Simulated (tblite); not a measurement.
C6H12O2 (charge +1 and doublet state).
Numbering: `[CH3:1][CH:2]([CH3:3])[C@H:4]([CH3:5])[C:6](=[O+:7])[OH:8]` (hydrogens: H9, H10, H11 on C1; H12 on C2; H13, H14, H15 on C3; H16 on C4; H17, H18, H19 on C5; H20 on O8)

Computed geometry: GFN2-xTB, gas phase. This method treats the open shell by occupation alone, without spin polarisation.

(1) List the bond lengths, angles and torsions at this level.

Results:

(1) 
```json
{"bond": "C1–C2", "length (Å)": "1.519", "order": "single"}
{"bond": "C2–C3", "length (Å)": "1.502", "order": "single"}
{"bond": "C2–C4", "length (Å)": "1.533", "order": "single"}
{"bond": "C4–C5", "length (Å)": "1.523", "order": "single"}
{"bond": "C4–C6", "length (Å)": "1.556", "order": "single"}
{"bond": "C6=O7", "length (Å)": "1.202", "order": "double"}
{"bond": "C6–O8", "length (Å)": "1.295", "order": "single"}
{"bond": "C1–H9, C1–H10, C1–H11", "length (Å)": "1.089", "order": "single"}
{"bond": "C2–H12", "length (Å)": "1.108", "order": "single"}
{"bond": "C3–H13, C3–H14", "length (Å)": "1.088", "order": "single"}
{"bond": "C3–H15", "length (Å)": "1.113", "order": "single"}
{"bond": "C4–H16", "length (Å)": "1.094", "order": "single"}
{"bond": "C5–H17, C5–H18, C5–H19", "length (Å)": "1.088", "order": "single"}
{"bond": "O8–H20", "length (Å)": "0.977", "order": "single"}
```

Bonds in one row agree within 0.01 Å and their mean is given. Orders are formal, as drawn. A selection of angles:
```json
{"angle": "C2–C1–H9", "degrees": "110.7"}
{"angle": "H9–C1–H10", "degrees": "106.6"}
{"angle": "H9–C1–H11", "degrees": "108.7"}
{"angle": "C1–C2–C3", "degrees": "113.4"}
{"angle": "C1–C2–C4", "degrees": "112.9"}
{"angle": "C1–C2–H12", "degrees": "106.0"}
{"angle": "C3–C2–C4", "degrees": "113.1"}
{"angle": "C3–C2–H12", "degrees": "106.9"}
{"angle": "C4–C2–H12", "degrees": "103.6"}
{"angle": "C2–C3–H13", "degrees": "113.7"}
{"angle": "C2–C3–H15", "degrees": "106.5"}
{"angle": "H13–C3–H14", "degrees": "110.4"}
{"angle": "H13–C3–H15", "degrees": "106.3"}
{"angle": "H14–C3–H15", "degrees": "106.9"}
{"angle": "C2–C4–C5", "degrees": "116.3"}
{"angle": "C2–C4–C6", "degrees": "107.7"}
{"angle": "C2–C4–H16", "degrees": "111.0"}
{"angle": "C5–C4–C6", "degrees": "105.0"}
{"angle": "C5–C4–H16", "degrees": "109.8"}
{"angle": "C6–C4–H16", "degrees": "106.4"}
{"angle": "C4–C5–H17", "degrees": "112.3"}
{"angle": "C4–C5–H18", "degrees": "109.8"}
{"angle": "H17–C5–H18", "degrees": "108.7"}
{"angle": "H18–C5–H19", "degrees": "106.8"}
{"angle": "C4–C6–O7", "degrees": "122.0"}
{"angle": "C4–C6–O8", "degrees": "110.7"}
{"angle": "O7–C6–O8", "degrees": "127.3"}
{"angle": "C6–O8–H20", "degrees": "114.5"}
```

Dihedral angles: C1–C2–C4–C5 -177° (antiperiplanar); C2–C4–C6–O7 41° (synclinal); H20–O8–C6–C4 -176° (antiperiplanar).

The 2 C–O bonds span 1.202 Å (C6=O7, drawn double) to 1.295 Å (C6–O8, drawn single), a spread of 0.093 Å. C6 (carbon bonded to C and 2 O) is planar (angles 127.3°, 122.0° and 110.7°, sum 360.0°, 0.01 Å off the plane of its three neighbours). The 5 C–C bonds span 1.502 Å (C2–C3, drawn single) to 1.556 Å (C4–C6, drawn single), a spread of 0.054 Å. Of the pairs four or more bonds apart, O7···H15 is among the closest relative to their van der Waals radii: 1.88 Å, 69 % of the sum of Bondi's values.

Point group: C1 (no symmetry element, even within 0.4 Å). Its GFN2-xTB frequencies are all real (lowest 65 cm⁻¹). Torsions: C1–C2–C4–C5 -177°, C2–C4–C6–O7 41°, C4–C6–O8–H -176°. 3 starts were optimised and ended at 0.00, 1.16 and 2.54 kcal/mol (GFN2-xTB); the lowest of these is shown.

On AMD EPYC, one thread, on a shared host, this took 1.1 s of wall time. This is the geometry optimisation.

One conformer stands for the species.
